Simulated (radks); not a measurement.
Results of a calculation; reference values are marked as such.
Problem. Numerical settings for the selenium ion Se+, [Ar] 3d10 4s2 4p3. Level of theory: scalar-relativistic Kohn-Sham, PBE, spin-polarised, spherical densities, finite nucleus; open shells are filled with parallel spins first; Fermi nuclear charge, rms radius 4.14 fm (a radial shooting solver on a logarithmic mesh with Libxc functionals). The defaults (mesh step 0.008 in ln r, mesh end at 40 bohr or more with all orbitals vanishing there, Anderson mixing 0.5 over 9 steps, residual threshold near 1e-9 with the energy settled to 1e-9 hartree or 1e-11 of itself, here a cap of 97 iterations) give E = -2429.6237 hartree and 4p at -16.404 eV in 16 iterations. Run on one thread of a shared host, so times are rough (Arm Neoverse V1): 0.18 s of CPU time, 0.18 s wall, 16 iterations on 2259 mesh points. One setting is changed at a time: mesh step in ln r 0.02; mesh step in ln r 0.005; mesh step in ln r 0.012; mesh end (bohr) 8; mesh end (bohr) 20; residual threshold 1e-13; residual threshold 1e-16; mixing 0.01; linear mixing, mixing 1; linear mixing, mixing 0.8; mixing history 2; iteration cap 2. Which runs fail to converge, and which converge to a wrong energy?

Solution. Not converged within the cap: residual threshold 1e-13; residual threshold 1e-16; linear mixing, mixing 1; linear mixing, mixing 0.8; iteration cap 2. No run marked as converged misses the energy by more than 1 mhartree.
